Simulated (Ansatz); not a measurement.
**Molecular dynamics of BGeH$_{7}$OSi**

Input file:

```yaml
crystal:
  periodic: [false, false, false]
  atoms:
    - { symbol: O, position_ang: [-0.342014, 1.995708, -0.643819] }
    - { symbol: Si, position_ang: [0.565335, 1.343718, 0.633195] }
    - { symbol: B, position_ang: [0.660986, -0.664148, 0.595024] }
    - { symbol: Ge, position_ang: [-0.257032, -1.607796, -0.900237] }
    - { symbol: H, position_ang: [-1.29826, 1.832392, -0.572362] }
    - { symbol: H, position_ang: [0.077211, 1.882739, 1.961216] }
    - { symbol: H, position_ang: [1.969107, 1.850592, 0.418811] }
    - { symbol: H, position_ang: [1.069384, -1.34641, 1.515558] }
    - { symbol: H, position_ang: [-1.340922, -1.330101, 0.274518] }
    - { symbol: H, position_ang: [-0.79602, -0.873051, -2.14793] }
    - { symbol: H, position_ang: [-0.242376, -3.140744, -1.113274] }
basis:
  gaussian: { orbitals: def2-SVP }
hamiltonian:
  xc: pbe
  dispersion: d4
md:
  timestep: 0.5
  n_steps: 200
  ensemble: nve
  temperature: 100.0
  initial_velocities: maxwell_boltzmann
  seed: 10522
```

Command:

```bash
$ ansatz run input.yaml --threads 2 --pin off --max-ram 3072MiB --backend cpu --events-out ev --progress --plain --runs-dir out
```

It starts at the highest image of a converged band, a first-order saddle point between two minima.

Output, in part (step lines, the closing report, with atoms numbered from 0):

```
md step     0: t =     0.00 fs  T =   100.0 K  F+E_penalty+E_count = -67204.68566620 eV  E_kin = 0.116334 eV  conserved = -67204.56933221 eV  (27 SCF iters)
md step     1: t =     0.50 fs  T =    96.5 K  F+E_penalty+E_count = -67204.68144818 eV  E_kin = 0.112263 eV  conserved = -67204.56918545 eV  (29 SCF iters)
md step     2: t =     1.00 fs  T =    87.1 K  F+E_penalty+E_count = -67204.67023148 eV  E_kin = 0.101323 eV  conserved = -67204.56890833 eV  (29 SCF iters)
md step     3: t =     1.50 fs  T =    75.3 K  F+E_penalty+E_count = -67204.65621988 eV  E_kin = 0.087601 eV  conserved = -67204.56861928 eV  (29 SCF iters)
md step     4: t =     2.00 fs  T =    64.9 K  F+E_penalty+E_count = -67204.64390327 eV  E_kin = 0.075492 eV  conserved = -67204.56841174 eV  (30 SCF iters)
md step     5: t =     2.50 fs  T =    58.6 K  F+E_penalty+E_count = -67204.63653881 eV  E_kin = 0.068197 eV  conserved = -67204.56834132 eV  (29 SCF iters)
md step     6: t =     3.00 fs  T =    57.4 K  F+E_penalty+E_count = -67204.63523517 eV  E_kin = 0.066812 eV  conserved = -67204.56842335 eV  (29 SCF iters)
md step     7: t =     3.50 fs  T =    60.2 K  F+E_penalty+E_count = -67204.63870424 eV  E_kin = 0.070073 eV  conserved = -67204.56863161 eV  (29 SCF iters)
[... lines left out ...]
Total energy: -67204.67212212 eV, -2469.7261475251 hartree
Atom 0 at    -0.316289     1.972903    -0.644652 Å, force    -1.169864    -0.174582    -0.271834 eV/Å
Atom 1 at     0.584771     1.401786     0.673221 Å, force    -0.681954    -0.280040    -0.187243 eV/Å
Atom 2 at     0.765521    -0.616833     0.542809 Å, force     0.858785    -0.010428     0.355981 eV/Å
Atom 3 at    -0.298683    -1.631539    -0.887439 Å, force     0.066313    -0.056011    -0.578466 eV/Å
Atom 4 at    -1.247619     1.634390    -0.803705 Å, force     1.393041     0.368037     0.404120 eV/Å
Atom 5 at    -0.109073     1.693253     2.001590 Å, force     0.119182     0.002428    -0.045652 eV/Å
Atom 6 at     1.854659     2.205790     0.611002 Å, force     0.027278    -0.131002     0.028847 eV/Å
Atom 7 at     1.661313    -1.220385     1.162929 Å, force    -0.481894     0.230159    -0.178912 eV/Å
Atom 8 at    -1.845724    -1.620458    -0.731428 Å, force    -0.017277    -0.014531     0.153303 eV/Å
Atom 9 at    -0.104462    -0.752380    -2.198108 Å, force     0.043121    -0.347236     0.257998 eV/Å
Atom 10 at     0.159262    -3.117347    -1.169887 Å, force    -0.156730     0.413206     0.061857 eV/Å
Dipole moment:    -0.148850    -0.157296     0.128640 e Å
```

The steps, from the saved trajectory:

```csv
time (fs),T (K),potential energy less start (eV),conserved less start (meV/atom)
0.0,100,0.000,0.00
3.0,57,0.050,0.08
6.0,47,0.063,0.06
9.0,42,0.068,0.02
12.0,19,0.095,0.08
15.0,36,0.075,0.08
18.0,72,0.033,0.02
21.0,65,0.042,0.07
24.0,65,0.041,0.08
27.0,66,0.039,0.03
30.0,49,0.060,0.06
33.0,43,0.067,0.09
36.0,53,0.055,0.05
39.0,78,0.026,0.04
42.0,70,0.036,0.10
45.0,103,-0.003,0.04
48.0,115,-0.017,0.04
51.0,111,-0.012,0.10
54.0,136,-0.041,0.05
57.0,151,-0.059,0.03
60.0,122,-0.025,0.10
63.0,137,-0.043,0.05
66.0,138,-0.044,0.02
69.0,112,-0.013,0.09
72.0,127,-0.030,0.06
75.0,120,-0.023,0.02
78.0,97,0.005,0.07
81.0,73,0.032,0.07
84.0,72,0.032,0.02
87.0,54,0.055,0.07
90.0,64,0.042,0.07
93.0,87,0.016,0.02
96.0,98,0.003,0.05
99.0,91,0.011,0.08
```

The run went to its last step. The conserved energy stayed within 0.11 meV per atom of its start (net change 0.091 meV per atom), so the integration is sound. A run of 0.1 ps of so small a system gives no equilibrium averages. The orbitals stay closed-shell, which can raise the energy where a bond breaks towards radicals; this wasn't checked here.

The step under study would form B3–H9 and break Ge4–H9. These pairs go: B3–H9 2.13 → 3.07 Å, Ge4–H9 1.62 → 1.55 Å. In the last frame they stand as before the step (other bonds may differ from the relaxed reactants and products). It ends as one piece, BGeH7OSi. Pairs count as bonded within 1.25 times the sum of covalent radii (0.12 Å more for H–H).

Last frame:

```xyz
11
Properties=species:S:1:pos:R:3
O -0.316 1.973 -0.645
Si 0.585 1.402 0.673
B 0.765 -0.617 0.543
Ge -0.299 -1.631 -0.887
H -1.248 1.634 -0.804
H -0.109 1.693 2.002
H 1.855 2.206 0.611
H 1.661 -1.220 1.163
H -1.846 -1.621 -0.731
H -0.104 -0.752 -2.198
H 0.159 -3.117 -1.170
```

Time of the run: 7.2 min on 2 threads of Arm Neoverse V1 (shared host), peak memory 0.15 GiB.
